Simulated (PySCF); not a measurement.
**Exercise with solution: oscillator strength and radiative lifetime**

C₂H₆ClNSi₂, SMILES N#CC[Si@H]([SiH3])Cl.

Geometry: r2SCAN-D4/def2-SVP. The structure was generated by enumeration; whether it is a known compound was not checked. One conformer was computed; it need not be the lowest.

TDDFT-PBE0/def2-SVPD (PySCF) puts the first singlet state with f over 0.02 at 6.91 eV (vertical), with the transition dipole (-0.307, 0.239, -0.363) in atomic units.

### Question
Find the oscillator strength, the wavelength and the radiative lifetime that this transition would have in vacuum if emission retraced absorption.

### Answer

|μ|² = 0.2831 au, so |μ| = 1.35 D. ΔE = 6.91/27.211 = 0.2539 hartree. f = (2/3) ΔE |μ|² = 0.048 (the program prints 0.048).
λ = 1239.84/6.91 = 179 nm; ν = 55733 cm⁻¹.
Einstein's coefficient A = 0.6670 ν² f s⁻¹ (ν in cm⁻¹) = 9.9e7 s⁻¹, so τ = 1/A = 10 ns. This state is S3; the lower singlets have f = 0.014, 0.006. The figure is the radiative limit of this one transition; relaxation, internal conversion, crossing to triplets and a medium change what is measured.
